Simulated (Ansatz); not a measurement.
Coupled-cluster run, C₂H₇AlS, SMILES `[CH3][AlH][S]C`.

```yaml
crystal:
  periodic: [false, false, false]
  atoms:
    - {symbol: C, position_ang: [-0.798553, 1.448586, -0.484480]}
    - {symbol: Al, position_ang: [0.941972, 0.682845, -0.922919]}
    - {symbol: S, position_ang: [1.572497, -1.215192, -0.066176]}
    - {symbol: C, position_ang: [0.164383, -1.701783, 0.980886]}
    - {symbol: H, position_ang: [-0.897883, 1.636203, 0.589282]}
    - {symbol: H, position_ang: [-0.951587, 2.398893, -1.002241]}
    - {symbol: H, position_ang: [-1.617194, 0.780142, -0.769025]}
    - {symbol: H, position_ang: [1.997579, 1.349895, -1.897075]}
    - {symbol: H, position_ang: [0.509732, -1.803258, 2.009123]}
    - {symbol: H, position_ang: [-0.214194, -2.663279, 0.635865]}
    - {symbol: H, position_ang: [-0.641452, -0.970051, 0.947459]}
basis:
  gaussian: {orbitals: def2-TZVPP}
correlation: {method: ccsd_t}
output: {orbitals: {seedname: orbitals}}
```

```sh
$ ansatz run in.yaml --threads 2 --pin off --events-out ev --progress --plain
```

Output of Ansatz, abridged:

```
Functional definition: HF
  name "HF"
  cite "Fock, Z. Phys. 61, 126 (1930) doi:10.1007/BF01340294"
  parent pbe
  exchange = exact_x
  correlation = 0
1394 factors; integrals over basis functions are off by at most 1.1e-3 eV
mean field evaluation 1: about -19571.5459 eV, gradient 3.2e1 eV
mean field evaluation 2: about -19571.7182 eV, gradient 3.2e1 eV
mean field evaluation 4: about -19574.5049 eV, gradient 3.1e0 eV
mean field evaluation 8: about -19574.5520 eV, gradient 2.2e-1 eV
mean field -19574.55230566 eV, -719.3515291251 hartree, gradient 2.5e-6 eV, S^2 0.000000; 0 other end points of the search recorded, 0 dependent functions left out
12 core orbitals not correlated: weight in the atoms' cores, before any rotation towards them, 1.000 or more for the frozen orbitals, at most 0.000 for the correlated occupied ones
reference -19574.55230566 eV, -719.3515291251 hartree; 12, 12 occupied and 220, 220 virtual orbitals, 1394 factors
second order -16.71724915 eV of doubles, -0.00000000 eV of singles
cycle   1  -17.65334591 eV  change   -9.4e-1 eV  update   8.6e-2
cycle   2  -18.11141808 eV  change   -4.6e-1 eV  update   2.6e-2
cycle   3  -18.17429706 eV  change   -6.3e-2 eV  update   1.0e-2
cycle   4  -18.17020196 eV  change    4.1e-3 eV  update   2.9e-3
cycle   5  -18.16969090 eV  change    5.1e-4 eV  update   1.3e-3
cycle   6  -18.16952374 eV  change    1.7e-4 eV  update   4.4e-4
cycle   7  -18.16945239 eV  change    7.1e-5 eV  update   1.6e-4
cycle   8  -18.16948383 eV  change   -3.1e-5 eV  update   5.7e-5
cycle   9  -18.16948448 eV  change   -6.5e-7 eV  update   1.8e-5
perturbative correction -0.74120925 eV, -0.0272389374 hartree
Total energy: -19593.46299939 eV, -720.0464843014 hartree
```

It took 2.5 min on 2 threads of a server CPU on a shared host, with 2 GiB of host memory at the peak.

The correlation energy is -18.911 eV, 3.9 % of it from (T); the T1 diagnostic reads 0.0104.
